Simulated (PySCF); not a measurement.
C2H4N2OSi, SMILES N#C/N=C/O[SiH3]. Geometry optimised at PBE-D3(BJ)/def2-SVP. The structure was generated by enumeration; whether it is a known compound was not checked. One conformer was computed; it need not be the lowest.

Task: Give the equilibrium geometry at PBE-D3(BJ)/def2-SVP (PySCF confirms it by a frequency run) as a Z-matrix, and its point group. (Estimate from the structure and the level; the computed values follow.)

Result: One answer among several that fit: point group Cs.
```
C
N 1 1.2940
O 1 1.3202 2 120.68
C 2 1.3311 1 122.91 3 180.00
N 4 1.1796 2 174.56 1 180.00
H 1 1.1103 2 125.20 4 0.00
Si 3 1.7547 1 118.71 6 180.00
H 7 1.4948 3 101.34 1 -180.00
H 7 1.4954 8 111.53 3 116.37
H 7 1.4954 8 111.53 9 127.26
```
